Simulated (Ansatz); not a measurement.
Isolated molecules relaxed with PBE0-D4/def2-TZVP in Ansatz; ΔE leaves out vibrations. CBS: MP2 limit from def2 TZ/QZ plus the TZ coupled-cluster correction, frozen cores. This one scheme is used for every species. Functionals use def2-TZVPP. B3LYP here is the variant with VWN-RPA as its local correlation; programs differ in this. HSE06 is defined as in plane-wave codes. Triplets are unrestricted, without spin–orbit coupling. def2 core potentials past Kr. For In outer-core shells are correlated without core-valence functions, which leaves a few kJ/mol of doubt a bond.

Reaction (formal loss of a carbene): `C[CH]([SiH3])[InH2]` → `[CH2]` (triplet) + `[SiH3][CH2][InH2]`

```
          level  ΔE (kJ/mol)  difference from CCSD(T)/CBS
         PBE-D4        423.6                          5.2
        BLYP-D4        410.0                         -8.4
         B97M-V        413.5                         -4.9
     r2SCAN0-D4        387.2                        -31.2
       HSE06-D4        413.6                         -4.8
   CAM-B3LYP-D4        410.7                         -7.7
          B3LYP        394.6                        -23.8
CCSD/def2-TZVPP        392.3                        -26.1
 MP2/def2-QZVPP        426.8                          8.4
   HF/CBS(def2)        260.1                       -158.3
    CCSD(T)/CBS        418.4                            0
```

Largest T1 diagnostic among the species: 0.013.

The D4 term adds +13.9 kJ/mol with B3LYP and +7.5 kJ/mol with PBE0; it sums over pairs of atoms, weighted by their polarisabilities, and B3LYP, whose exchange is more repulsive, gets the larger term. Leaving LDA and LC-ωPBE aside and taking each functional with its dispersion term where it has one, the values, not all of them listed here, spread over 37.8 kJ/mol, from r2SCAN0-D4 to ωB97X-V. LDA lies +75.2 kJ/mol from PBE without D4.

CCSD(T)/CBS has its own doubt, a few kJ/mol and more with outer-core shells, so smaller differences from it don't rank the levels.
